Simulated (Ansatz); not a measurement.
A further run on Rh₅⁻.

```yaml
crystal:
  periodic: [false, false, false]
  atoms:
    - {symbol: Rh, position_ang: [-0.125147, 0.316071, 1.457820]}
    - {symbol: Rh, position_ang: [-1.303820, 0.871879, -0.601235]}
    - {symbol: Rh, position_ang: [1.104796, 1.345590, -0.668043]}
    - {symbol: Rh, position_ang: [1.352851, -0.995186, 0.031634]}
    - {symbol: Rh, position_ang: [-1.028679, -1.538354, -0.220187]}
basis:
  gaussian: {orbitals: def2-SVP}
total_charge: -1
magnetization: {spin_polarized: true, initial_magnetization: 2}
hamiltonian: {xc: {name: CAM-B3LYP}, dispersion: d4}
scf: {omitted_lower_state_checks: [starts]}
output: {forces: true}
```

```sh
$ ansatz run in.yaml --threads 4 --pin off --events-out ev --progress --plain --max-ram 4787MiB
```

Shortened log:

```
Functional definition: CAM-B3LYP
1712 factors; integrals over basis functions are off by at most 2.2e-4 eV
415 factors; integrals over basis functions are off by at most 1.4e-5 eV
mean field evaluation 1: about -15019.7512 eV, gradient 4.4e1 eV
mean field evaluation 2: about -14781.7183 eV, gradient 2.3e2 eV
mean field evaluation 4: about -15025.4111 eV, gradient 3.3e1 eV
mean field evaluation 8: about -15029.9286 eV, gradient 1.4e0 eV
mean field evaluation 16: about -15030.3713 eV, gradient 6.3e-1 eV
mean field evaluation 32: about -15030.9173 eV, gradient 2.5e-1 eV
mean field evaluation 64: about -15031.1469 eV, gradient 2.6e-5 eV
mean field -15031.14686310 eV, -552.3844587417 hartree, gradient 6.3e-8 eV, S^2 4.467421; 0 other end points of the search recorded, 0 dependent functions left out
reference -15031.14696343 eV, -552.3844624289 hartree; 44, 42 occupied and 111, 113 virtual orbitals, 1712 factors
WARN: the results are in doubt because the forces break the atoms' symmetry
Total energy: -15031.45834221 eV, -552.3959053879 hartree
Atom 0 at    -0.125147     0.316071     1.457820 Å, force    -0.171982     0.330912     1.316391 eV/Å
Atom 1 at    -1.303820     0.871879    -0.601235 Å, force    -0.723046     0.425020    -0.695032 eV/Å
Atom 2 at     1.104796     1.345590    -0.668043 Å, force     0.220661     0.453081    -0.211614 eV/Å
Atom 3 at     1.352851    -0.995186     0.031634 Å, force     1.064994    -0.837898    -0.324526 eV/Å
Atom 4 at    -1.028679    -1.538354    -0.220187 Å, force    -0.390627    -0.371116    -0.085219 eV/Å
Dipole moment:     0.014688    -0.006902     0.035332 e Å
In doubt: the forces break the atoms' symmetry
Checks for a lower state left out: starts
```

Run time 2.9 min (4 threads of Arm Neoverse V2 on a shared host), peak host memory 1.4 GiB.

In the def2 sets Rh takes a core potential; there is no spin–orbit coupling. The highest occupied level of an anion often lies above zero with these methods, and sets without diffuse functions describe the outer electron poorly. The program marks the result for the charge -1 triplet as doubtful (asymmetric forces). The charge -1 triplet is spin-contaminated (final ⟨S²⟩ up to 4.47, 2.00 for a pure state).

The dipole of an ion depends on the origin.
